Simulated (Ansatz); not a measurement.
Isolated molecules relaxed with PBE0-D4/def2-TZVP in Ansatz; ΔE leaves out vibrations. CCSD(T)/CBS adds triple-zeta CCSD(T) − MP2 to the extrapolated MP2 energy (def2 sets, frozen cores). This one scheme is used for every species. Elements past krypton have def2 core potentials. For Sn outer-core shells are correlated without core-valence functions, which leaves a few kJ/mol of doubt a bond. One conformer a species, not always the lowest.

Consider the hydrogenolysis of the Sn–O bond: `[CH3][SnH2][O][AlH2]` + H₂ → `[CH3][SnH3]` + `[OH][AlH2]`.

```json
{"species": "`[CH3][SnH2][O][AlH2]`", "SCS-MP2/def2-QZVPP energy (Eh)": "-573.23759"}
{"species": "H₂", "SCS-MP2/def2-QZVPP energy (Eh)": "-1.17321"}
{"species": "`[CH3][SnH3]`", "SCS-MP2/def2-QZVPP energy (Eh)": "-255.41189"}
{"species": "`[OH][AlH2]`", "SCS-MP2/def2-QZVPP energy (Eh)": "-318.98900"}
```

Work out ΔE.

ΔE = (-255.41189) + (-318.98900) − (-573.23759) − (-1.17321) = 0.00991 Eh = +26.0 kJ/mol. CCSD(T)/CBS gives +23.1 kJ/mol.

Largest T1 diagnostic among the species: 0.013.

From PBE to PBE0 (25 % exact exchange), in def2-TZVPP and without D4, ΔE moves by −3.6 kJ/mol. The D4 term adds +9.7 kJ/mol with B3LYP and +5.6 kJ/mol with PBE0; it sums over pairs of atoms, weighted by their polarisabilities, and B3LYP, whose exchange is more repulsive, gets the larger term.

B3LYP here is the variant with VWN-RPA as its local correlation; programs differ in this.
